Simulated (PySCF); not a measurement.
State search for CaZn⁺

Unrestricted PBE0; Ca pcseg-1, Zn pcseg-1; no relativity (PySCF 2.14). Outer shells of the fragments: Ca+ 4s1; Zn 3d10 4s2.

Followed along the bond (rough minima from three points):

```
2Ms+1   unpaired  ⟨S²⟩ at the start  R at minimum (Å)  Te (eV)
    2        σ ↑               0.76              3.25     0.00
    2        π ↑               0.76              2.80     1.11
    2        δ ↑               0.75              3.26     1.50
    4  σ ↑↑, π ↑               3.75              3.06     3.93
```

Solutions found at the starting distance of 2.880 Å, counted from the lowest of them; the search is not exhaustive and high or unbound solutions are not listed, so other states can lie among these:

```tsv
2Ms+1	unpaired	term	E (eV)	⟨S²⟩	⟨Lz²⟩	μ (D)
2	σ ↑	²Σ⁺	0.00	0.76	0.00	-4.42
2	π ↑	²Π	0.99	0.76	1.00	-7.50
2	δ ↑	²Δ	1.49	0.75	4.00	-5.18
4	σ ↑↑, π ↑	⁴Π	3.84	3.75	1.00	-5.44
4	σ ↑↑↑	⁴Σ⁺	4.01	3.75	0.00	-3.69
4	σ ↑, π ↑↑	⁴Σ⁻	5.02	3.75	0.00	-5.32
4	σ ↑↑, δ ↑	⁴Δ	5.15	3.75	4.00	-4.00
```

A term symbol is given only where ⟨S²⟩ and ⟨Lz²⟩ are close to those of a pure state; real π, δ and φ orbitals otherwise mix terms. A positive dipole points towards Zn; it is taken about the centre of mass and depends on that origin.

**Question.** Compare the gap between the two lowest followed solutions at the starting distance with the gap between their minima.

**Answer.** At PBE0 the second solution (doublet, unpaired electrons π ↑) lies +0.99 eV from the first (doublet, unpaired electrons σ ↑) at 2.880 Å and +1.11 eV at the minima; the two curves relax by different amounts, since their minima lie near 2.80 and 3.25 Å.

Counting both spins, an empty level lies below a filled one in some of these solutions, because spin and occupation are held.
